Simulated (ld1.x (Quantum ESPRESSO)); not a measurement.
What one change does to a pseudopotential (Sb, TM)

| Property | Result |
| --- | --- |
| Element | Sb (Z = 51) |
| Generator | ld1.x (Quantum ESPRESSO) 7.5 |
| Type | norm-conserving Troullier–Martins (Kleinman–Bylander form) |
| Functional | BLYP |
| Relativity | scalar-relativistic |
| Frozen core | [Kr] |
| Valence charge | 15 |
| Reference configuration | 4d10 5s1.75 5p3.25 |
| Partial waves | 5p (bound): rc 2.20 bohr; 4d (bound): rc 0.95 bohr; 5s (bound): rc 1.65 bohr |
| Local potential | the s channel |
| Core correction | Bessel-smoothed model core inside 0.55 bohr |

Change: wave 4d (bound): rc 0.95 bohr becomes 4d (bound): rc 1.40 bohr.

Cutoffs: the cutoffs (Ry, on a coarse ladder) from which the occupation-weighted sum of valence levels, in a spherical-Bessel basis at the reference potential, stays within 10 and 1 mRy of its value at 400 Ry; they do not see the model core or the augmentation charge, which bear on the density cutoff. Errors are all-electron minus pseudo energies relative to the spin-unpolarised reference configuration.

Task: How do hardness, ghosts and transferability respond?

Result: The potential gets softer (120 Ry and 160 Ry → 100 Ry and 160 Ry); the errors of the 7 common tests hardly move; neither file shows a bound ghost. A larger radius leaves more room for a smooth pseudo-wave, so fewer plane waves are needed.

```csv
quantity,base,changed
"cutoff, loose",120 Ry,100 Ry
"cutoff, tight",160 Ry,160 Ry
loose cutoff by channel (10 mRy a level),"p 10 Ry, d 90 Ry, s 25 Ry","p 10 Ry, d 80 Ry, s 25 Ry"
bound ghosts,none,none
"error for 4d10 5s2 5p3, meV [ΔE -2.02 eV]",0.0,0.0
"error for 4d10 5s2 5p2, meV [ΔE 6.18 eV]",-2.0,-2.0
"error for 4d10 5s2 5p1, meV [ΔE 22.09 eV]",-3.9,-3.9
"error for 4d10 5s1 5p0, meV [ΔE 91.00 eV]",-13,-12
"error for 4d9 5s2 5p3, meV [ΔE 38.48 eV]",-350,-338
"error for 4d10 5s1 5p4, meV [ΔE 6.14 eV]",-2.1,-2.1
"error for 4d10 5s2 5p0, meV [ΔE 46.56 eV]",-8.3,-8.1
s: phases at 2.40 bohr within 0.05 rad from the reference energy up to (Ry; the scan ends near 5),2.4,2.4
p: phases at 2.40 bohr within 0.05 rad from the reference energy up to (Ry; the scan ends near 5),4.5,4.5
d: phases at 2.40 bohr within 0.05 rad from the reference energy up to (Ry; the scan ends near 5),0.2,0.2
```
